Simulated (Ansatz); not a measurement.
The same path of a periodic cell of 19 atoms, TiC18 (surface graphene monolayer, adsorbate Ti) was run twice with different band settings. Lost on the way: C1–Ti19, C5–Ti19, C6–Ti19, C18–Ti19. Made: C8–Ti19, C9–Ti19, C10–Ti19, C15–Ti19.

These are results of Ansatz, DFT PBE, scalar-relativistic, plane waves, PAW, not measurements. Settings: cutoff 420 eV, k mesh 2x2x1, fermi-dirac smearing 0.05 eV, spin collinear.

Relaxed end points:

```xyz
19
Lattice="7.3980 0.0000 0.0000 -3.6990 6.4069 0.0000 0.0000 0.0000 11.0000" Properties=species:S:1:pos:R:3
C -0.008 0.004 0.992
C 1.232 0.720 0.993
C -1.237 2.134 1.015
C 0.002 2.850 1.015
C -2.467 4.264 0.993
C -1.227 4.980 0.993
C 2.472 0.004 0.993
C 3.708 0.718 1.017
C 1.232 2.148 1.017
C 2.462 2.850 1.015
C 0.009 4.266 1.017
C 1.232 4.980 1.015
C 4.931 0.004 1.015
C 6.154 0.718 1.017
C 3.701 2.134 1.015
C 4.931 2.836 1.017
C 2.455 4.266 1.017
C 3.691 4.980 0.993
Ti -2.468 5.696 2.825
```

```xyz
19
Lattice="7.3980 0.0000 0.0000 -3.6990 6.4069 0.0000 0.0000 0.0000 11.0000" Properties=species:S:1:pos:R:3
C -0.011 -0.006 1.017
C 1.225 0.708 0.993
C -1.234 2.140 1.015
C -0.011 2.854 1.017
C -2.464 4.270 1.015
C -1.234 4.972 1.017
C 2.465 -0.007 0.993
C 3.705 0.708 0.993
C 1.225 2.140 0.992
C 2.465 2.856 0.993
C -0.004 4.270 1.015
C 1.235 4.985 1.015
C 4.941 -0.006 1.017
C 6.164 0.709 1.015
C 3.705 2.140 0.993
C 4.941 2.854 1.017
C 2.465 4.283 1.017
C 3.695 4.985 1.015
Ti -1.235 7.831 2.825
```

Common settings: movable images 3; climbing image yes; end points relaxed.

| run | spring | optimiser | start path | force threshold | iteration limit |
| --- | --- | --- | --- | --- | --- |
| 1 | 5.0 eV/Å² | quadratic models (default) | IDPP | 0.03 eV/Å | 80 |
| 2 | 0.05 eV/Å² | fire | default | 0.05 eV/Å | 50 |

Task: What does each run give, and how far can it be trusted?

Result: Run 1: converged after 23 iterations, highest image 0.567 eV above the first end. By the program's own check the climbing image is of a kind that is not told: the force calls were inconclusive, a negative curvature could not be distinguished from the path's own, the only one lies far off the path, or fixed occupations may fill a level only in part (lowest curvatures found: 0.14 and 0.45 eV/Å²).
Run 2: converged after 27 iterations, highest image 0.645 eV above the first end. The order of the point at the top wasn't checked.
Limits of this set-up: coarse k mesh, slab without dipole correction, a typed lattice constant that wasn't relaxed here.
